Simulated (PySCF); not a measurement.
Spectrum to structure. The calculation used PySCF, TDDFT PBE0/def2-SVPD, vertical, gas phase, core orbitals frozen in the response. Geometries: GFN2-xTB, one conformer each.

```csv
state,E (eV),f
S1,6.77,0.0011
S2,7.29,0.0066
S3,7.66,0.0050
S4,7.68,0.0024
S5,8.11,0.016
S6,8.26,0.0015
```

Orbital energies (eV): HOMO-3 -9.65, HOMO-2 -9.55, HOMO-1 -8.76, HOMO -7.91, LUMO 0.23, LUMO+1 0.50, LUMO+2 0.92.

**Question.** Which candidate is it?
A. `C#C/C=C(\F)C#C`
B. `FC(F)(F)[C@]12C[C@H]1C2`
C. `CC1(C(F)(F)F)C=C1`
D. `F[C@@H]1CCCC[Si@@H]1F`

**Answer.** D. Its S1 lies at 6.77 eV; the nearest of the others has S1 at 6.35 eV. S1 is HOMO→LUMO (94%). Löwdin shares by element: HOMO carbon 35% or more, silicon 16%, fluorine 12% or more (atoms not listed hold the other 37%); LUMO silicon 29%, hydrogen 12% or more, fluorine 9% or more, carbon 7% or more (atoms not listed hold the other 43%). At the same level the other candidates give, for their lowest levels:
- `CC1(C(F)(F)F)C=C1`: 6.35 eV (f 0.002); 6.64 eV (f 0.063); 7.60 eV (f 0.000); 7.87 eV (f 0.046); 8.33 eV (f 0.001); T1 4.20 eV; HOMO -8.14, LUMO -0.67 eV
- `FC(F)(F)[C@]12C[C@H]1C2`: 7.61 eV (f 0.013); 7.94 eV (f 0.089); 8.04 eV (f 0.002); 8.30 eV (f 0.099); 8.47 eV (f 0.026); T1 6.60 eV; HOMO -7.97, LUMO 0.81 eV
- `C#C/C=C(\F)C#C`: 4.86 eV (f 0.595); 4.93 eV (f 0.000); 5.39 eV (f 0.000); 5.49 eV (f 0.000); 6.10 eV (f 0.000); T1 2.74 eV; HOMO -7.02, LUMO -1.89 eV
Triplets come from the Tamm–Dancoff approximation.
